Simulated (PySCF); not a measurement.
TaH4 at several levels of theory

Computed with PySCF 2.14.0 (density fitting, no spin-orbit coupling) at the geometry relaxed with PBE:

```xyz
5
TaH4 (doublet)
Ta    0.0000    0.0000    0.0000
H     1.4860    0.0000    0.9758
H     0.0000    1.4860   -0.9758
H    -1.4860    0.0000    0.9758
H     0.0000   -1.4860   -0.9758
```

```
level                                 basis    state  HOMO (eV)  gap (eV)  charge on Ta1 (e)  dipole about the centre of mass (D)  largest force component (eV/Å)
  PBE    Ta def2-SVP with ECP60, H def2-SVP  doublet      -4.34      0.13               0.74                                 0.00                            0.00
 PBE0                              the same  doublet      -5.76      2.67               0.91                                 0.00                            0.10
   HF                              the same  doublet      -9.65     10.38               1.38                                 0.00                            0.10
wB97X                              the same  doublet      -8.18      7.46               1.04                                 0.00                            0.07
  PBE  Ta def2-TZVP with ECP60, H def2-TZVP  doublet      -4.34      0.19               0.49                                 0.00                            0.16
  PBE           Ta x2c-SVPall, H x2c-SVPall  doublet      -4.57      0.13               0.29                                 0.00                            0.45
```

HOMO and gap are taken over both spins. Charges are Mulliken's, which hang on the basis. The relaxation used the grid (50, 194), these runs (75, 302) or, all-electron (x2c bases, spin-free X2C Hamiltonian), (99, 590).

Question: What does revPBE with Ta def2-SVP with ECP60, H def2-SVP give here?

Answer: state doublet, HOMO (eV) -4.32, gap (eV) 0.20, charge on Ta1 (e) 0.79, dipole about the centre of mass (D) 0.00, largest force component (eV/Å) 0.03. Time: 1.5 s on 2 threads of Arm Neoverse V1, on a shared host, from an already converged density.

Open shells may have lower solutions than the one found.

A gap near or under zero over both spins lies within a partly filled shell and is no excitation energy.
